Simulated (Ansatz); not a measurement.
A search over several starts for the lowest SCF solution of the cluster MgSe2 at the given spin, in a small basis.

```yaml
crystal:
  periodic: [false, false, false]
  atoms:
    - {symbol: Mg, position_ang: [0.031397, 0.928016, 0.960105]}
    - {symbol: Se, position_ang: [0.140172, 0.455211, -1.373665]}
    - {symbol: Se, position_ang: [-0.171570, -1.383227, 0.413570]}
basis:
  gaussian: {orbitals: def2-SVP}
magnetization: {spin_polarized: true, initial_magnetization: 0}
hamiltonian: {xc: pbe0, dispersion: d4}
output: {orbitals: {seedname: orbitals}}
```

```sh
$ ansatz run in.yaml --threads 4 --pin off --events-out ev --progress --plain --max-ram 3916MiB
```

It prints (some lines left out):

```
Functional definition: PBE0
758 factors; integrals over basis functions are off by at most 8.4e-4 eV
mean field evaluation 1: about -136106.7343 eV, gradient 1.2e1 eV
mean field evaluation 2: about -136091.3721 eV, gradient 3.5e1 eV
mean field evaluation 4: about -136108.2125 eV, gradient 8.9e-1 eV
mean field evaluation 8: about -136108.2541 eV, gradient 5.0e-2 eV
mean field evaluation 16: about -136108.2541 eV, gradient 8.6e-5 eV
mean field evaluation 32: about -136108.1899 eV, gradient 7.3e-1 eV
mean field -136108.25412006 eV, -5001.8860814242 hartree, gradient 8.3e-6 eV, S^2 0.000000; 6 other end points of the search recorded, 0 dependent functions left out
reference -136108.25414561 eV, -5001.8860823628 hartree; 40, 40 occupied and 42, 42 virtual orbitals, 758 factors
Total energy: -136108.33342739 eV, -5001.8889959147 hartree
```

Hardware: 4 threads of Arm Neoverse V2 on a shared host. Wall time 3.4 s.

At PBE0-D4/def2-TZVP a triplet of charge 0 lies 0.10 eV below the unrestricted singlet, which stands at the restricted singlet's geometry. The structure comes from a short search, and lower isomers may exist.
